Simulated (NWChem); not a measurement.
Molecule: B-trichloroborazine (B3N3H3Cl3); SMILES ClB1NB(Cl)NB(Cl)N1

Computed with NWChem. The geometry was optimised at B3LYP/6-31G* (spherical d).

Task: Predict the results for B3LYP/cc-pVDZ. Quantities: highest occupied level (eV); orbital gap (eV).

Result: 
* **highest occupied level (eV)**: -8.10
* **orbital gap (eV)**: 8.13
